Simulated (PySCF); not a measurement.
A PySCF script (with the pyscf-properties extension) for the NMR shieldings of SMILES F[Si]([SiH3])(N[SiH3])N[SiH3], FH₁₁N₂Si₄, on a GFN2-xTB geometry:

```python
import basis_set_exchange as bse
import numpy as np
from pyscf import gto, dft
from pyscf.prop import nmr

atoms = """
F     0.552699    1.829055   -0.233808
Si    0.095980    0.276120   -0.068877
Si   -0.297367   -0.123132    2.149027
N    -1.287953    0.015141   -1.072113
Si   -2.910258    0.530492   -0.765247
N     1.378605   -0.597993   -0.829553
Si    3.073779   -0.424881   -0.522089
H    -1.128999    0.912594    2.774210
H    -0.980249   -1.401847    2.387919
H     0.943126   -0.178650    2.936219
H    -1.077387   -0.150840   -2.044236
H    -3.078890    1.983502   -0.871271
H    -3.725369   -0.148914   -1.773566
H    -3.212526    0.089616    0.596663
H     1.102194   -1.428087   -1.324693
H     3.361177   -0.754528    0.879681
H     3.718914   -1.375001   -1.429754
H     3.463764    0.953669   -0.800168
"""
names = dict.fromkeys(["F", "Si", "N", "H"], "pcSseg-1")
basis = {el: gto.basis.parse(bse.get_basis(n, elements=[el], fmt="nwchem")) for el, n in names.items()}
mol = gto.M(atom=atoms, basis=basis, charge=0, verbose=0)
mf = dft.RKS(mol, xc="PBE0")
mf.grids.level = 2
mf.grids.alignment = dft.numint.BLKSIZE   # the property module wants whole blocks of grid points
mf.conv_tol = 1e-9
mf.kernel()

calc = nmr.RKS(mf)   # GIAO
C = mf.mo_coeff
Co = C[:, mf.mo_occ > 0]
resp = mf.gen_response(singlet=True, hermi=2)
def vind(x):   # induced exchange potential for any number of trial vectors
    d = np.einsum("pi,xij,qj->xpq", C, 2 * x.reshape(-1, C.shape[1], Co.shape[1]), Co, optimize=True)
    return np.einsum("xpq,pi,qj->xij", resp(d - d.transpose(0, 2, 1)), C, Co, optimize=True).ravel()
mo1, _ = nmr.rhf.solve_mo1(calc, with_cphf=vind)
sigma = calc.kernel(mo1)
for i, s in enumerate(sigma):   # ppm
    w = np.linalg.eigvalsh((s + s.T) / 2)
    print("%2d %-2s iso %8.1f  s11 %8.1f  s22 %8.1f  s33 %8.1f" % (i, mol.atom_pure_symbol(i), w.mean(), *w))
```

**Question.** What does it print?

**Answer.** 
```
 0 F  iso    290.2  s11    248.9  s22    269.1  s33    352.5
 1 Si iso    357.6  s11    344.9  s22    349.3  s33    378.7
 2 Si iso    480.7  s11    469.9  s22    479.4  s33    492.8
 3 N  iso    227.6  s11    186.6  s22    217.7  s33    278.6
 4 Si iso    408.3  s11    365.3  s22    395.8  s33    463.7
 5 N  iso    240.5  s11    207.0  s22    230.8  s33    283.8
 6 Si iso    408.1  s11    366.0  s22    396.3  s33    462.1
 7 H  iso     28.2  s11     24.8  s22     26.1  s33     33.8
 8 H  iso     28.4  s11     25.2  s22     26.3  s33     33.7
 9 H  iso     28.2  s11     24.4  s22     26.6  s33     33.6
10 H  iso     30.9  s11     22.6  s22     29.3  s33     40.8
11 H  iso     26.9  s11     22.9  s22     25.1  s33     32.7
12 H  iso     27.0  s11     23.3  s22     25.1  s33     32.8
13 H  iso     27.0  s11     23.0  s22     27.1  s33     31.1
14 H  iso     31.5  s11     22.9  s22     29.6  s33     42.1
15 H  iso     26.9  s11     22.4  s22     26.0  s33     32.1
16 H  iso     27.1  s11     23.5  s22     25.1  s33     32.7
17 H  iso     26.9  s11     22.9  s22     25.7  s33     32.1
```

These numbers come from an equivalent density-fitted implementation of the same equations, which agrees with the script to about 0.01 ppm for H and up to a few tenths of a ppm for heavy atoms, so last digits may differ.

**Question.** Turn these shieldings into chemical shifts. Shifts are taken against calculated references (same method and geometry level): 19F (170.95 ppm) against CFCl3; 29Si (349.16 ppm), 1H (31.72 ppm) against TMS; 15N (267.73 ppm) vs NH3.

**Answer.** Averaging equivalent atoms: F 0: -119.2; Si 1: -8.5; Si 4/6: -59.0; Si 2: -131.5; N 3/5: 33.7; H 11/12/13/15/16/17: 4.75; H 7/8/9: 3.45; H 10/14: 0.52 ppm. Unscaled 19F shifts against computed CFCl3 carry errors that often reach 10 to 50 ppm. Experimental scales use liquid or dissolved standards, which lie at an offset from isolated NH3 (liquid NH3: subtract about 20 ppm).

Size and cost of the density-fitted run: 202 basis functions, 22 s wall time on 1 thread of an AMD EPYC 9R45 96-Core, shared host; peak memory 0.85 GiB.
